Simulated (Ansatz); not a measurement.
Wavefunction ladder for `[SiH3]O[CH]1[NH][AlH]1`

```xyz
11

Si   -1.3251   -0.8187    0.0770
O    -1.1698    0.7665    0.3885
C     0.0890    1.0962   -0.2921
N     1.2241    1.1017    0.5884
Al    1.4224   -0.3288   -0.3961
H    -2.2457   -1.4631    1.0472
H     0.0355   -1.5271    0.3272
H    -1.6747   -1.1725   -1.3188
H    -0.0937    1.9890   -0.8888
H     1.2604    1.7230    1.3814
H     2.4775   -1.3661   -0.9138
```

The species carries charge 0 and has multiplicity 1. The structure was optimised at the PBE0-D4/def2-TZVP level. It is one conformer, not always the lowest. Frozen core, restricted reference, the Gaussian-basis code of Ansatz. CBS rows extrapolate triple and quadruple zeta; past MP2 they add the triple-zeta difference.

```json
{"basis": "def2-SVP", "HF (Eh)": "-701.18659", "MP2 corr.": "-0.65804"}
{"basis": "def2-TZVPP", "HF (Eh)": "-701.58682", "MP2 corr.": "-0.82202"}
{"basis": "def2-QZVPP", "HF (Eh)": "-701.61163", "MP2 corr.": "-0.88182"}
```

Question: Estimate the CCSD correlation energy and the (T) correction in each basis where they were run (hartree).

Answer: 
```tsv
basis	CCSD corr.	(T)
def2-SVP	-0.70363	-0.02235
def2-TZVPP	-0.85776	-0.03668
CBS(def2)	-0.96186	as TZ
```
